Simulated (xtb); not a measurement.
C8H5N5, SMILES C1=CC2=CC=NC3=NC=NC(=N1)N23. All values are semi-empirical tight-binding results from xtb (GFN2-xTB unless named), good for trends rather than for accurate numbers. Geometry: GFN2-xTB.

```
Property                                           Value
----------------------------------------  --------------
point group as xtb finds it                          C2v
orbital gap                                      1.83 eV
dipole moment                                     5.08 D
zero-point energy                          77.5 kcal/mol
G − E(el) at 298.15 K (modified RRHO)      56.5 kcal/mol
static polarisability (D4 model)             116.5 bohr³
solvation energy, GFN2-xTB/ALPB(water)    -10.0 kcal/mol
solvation energy, GFN2-xTB/ALPB(octanol)  -10.5 kcal/mol
```

Computed IR lines (harmonic; lines under 4 % of the strongest left out, lines within 3 cm⁻¹ merged):
ν (cm⁻¹): 771 (w), 852 (w), 1086 (w), 1364 (w), 1556 (m), 1582 (vs), 1593 (vs) (against the strongest line: vs over 80 %, s over 45 %, m over 15 %, w over 4 %, vw less)
